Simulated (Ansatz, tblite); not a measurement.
Removing and adding an electron: `O[Si](O)(O)CCCCc1c(F)c(F)c(F)c(F)c1F`. Total charge 0; singlet. Geometry: r2SCAN-D4/def2-SVP. Ansatz, gas phase; energy differences of separate SCF runs; the oxidised species was run as a doublet alone; the reduced species was run as a doublet alone.

| atom | x (Å) | y (Å) | z (Å) |
| --- | --- | --- | --- |
| O1 | 0.827 | 1.189 | -4.633 |
| Si2 | 2.031 | 1.369 | -3.506 |
| O3 | 3.410 | 0.884 | -4.305 |
| O4 | 2.066 | 2.954 | -3.020 |
| C5 | 1.730 | 0.396 | -1.949 |
| C6 | 0.403 | 0.750 | -1.268 |
| C7 | 0.133 | -0.066 | -0.007 |
| C8 | -1.190 | 0.318 | 0.668 |
| C9 | -1.463 | -0.493 | 1.903 |
| C10 | -2.165 | -1.700 | 1.846 |
| F11 | -2.645 | -2.130 | 0.675 |
| C12 | -2.396 | -2.483 | 2.979 |
| F13 | -3.077 | -3.621 | 2.891 |
| C14 | -1.894 | -2.064 | 4.214 |
| F15 | -2.101 | -2.799 | 5.300 |
| C16 | -1.180 | -0.867 | 4.305 |
| F17 | -0.702 | -0.468 | 5.480 |
| C18 | -0.967 | -0.108 | 3.153 |
| F19 | -0.270 | 1.027 | 3.264 |
| H20 | 1.052 | 0.624 | -5.381 |
| H21 | 4.228 | 0.873 | -3.795 |
| H22 | 1.985 | 3.607 | -3.725 |
| H23 | 1.759 | -0.683 | -2.195 |
| H24 | 2.570 | 0.568 | -1.248 |
| H25 | -0.427 | 0.602 | -1.984 |
| H26 | 0.398 | 1.826 | -1.019 |
| H27 | 0.114 | -1.143 | -0.254 |
| H28 | 0.960 | 0.073 | 0.713 |
| H29 | -1.167 | 1.386 | 0.939 |
| H30 | -2.020 | 0.178 | -0.042 |

The xTB rows come from tblite. Single mean-field runs in def2-TZVP are fitted with def2-universal-jkfit. HOMO above LUMO, or a gap near zero within one spin, warns that the state may not be the lowest or that an electron is smeared out.

```json
{"level": "GFN1-xTB", "−HOMO (eV)": "11.82", "vertical IE (eV)": "14.04", "−LUMO (eV)": "8.23", "vertical EA (eV)": "5.34", "HOMO–LUMO gap (eV)": "3.59", "IE − EA (eV)": "8.70", "remarks": "–"}
{"level": "PBE-D4/def2-TZVP", "−HOMO (eV)": "6.16", "vertical IE (eV)": "–", "−LUMO (eV)": "1.55", "vertical EA (eV)": "-0.52", "HOMO–LUMO gap (eV)": "4.62", "IE − EA (eV)": "–", "remarks": "HOMO above zero (-1 doublet), gap within one spin near zero (-1 doublet)"}
{"level": "PBE0-D4/def2-TZVP", "−HOMO (eV)": "7.41", "vertical IE (eV)": "9.06", "−LUMO (eV)": "0.76", "vertical EA (eV)": "-0.79", "HOMO–LUMO gap (eV)": "6.65", "IE − EA (eV)": "9.85", "remarks": "HOMO above zero (-1 doublet)"}
```

Estimate the rows for GFN2-xTB, BHLYP-D4/def2-TZVP.


```json
{"level": "GFN2-xTB", "−HOMO (eV)": "11.15", "vertical IE (eV)": "13.47", "−LUMO (eV)": "7.86", "vertical EA (eV)": "4.87", "HOMO–LUMO gap (eV)": "3.29", "IE − EA (eV)": "8.60", "remarks": "–"}
{"level": "BHLYP-D4/def2-TZVP", "−HOMO (eV)": "8.51", "vertical IE (eV)": "9.37", "−LUMO (eV)": "-0.17", "vertical EA (eV)": "-0.93", "HOMO–LUMO gap (eV)": "8.69", "IE − EA (eV)": "10.30", "remarks": "HOMO above zero (-1 doublet)"}
```

Run but left out: PBE-D4/def2-TZVP (charge +1 doublet: an occupied level 0.06 eV above an empty one).   A HOMO above zero means that the electron is unbound at that level or that self-interaction error raises the level; the energy of removing that electron tells which. Raw xTB energy differences between charge states are shifted by several eV; the methods need an empirical correction for them. Sets without diffuse functions give affinities that are too small. A negative affinity means that the extra electron isn't bound; its size then hangs on the basis.
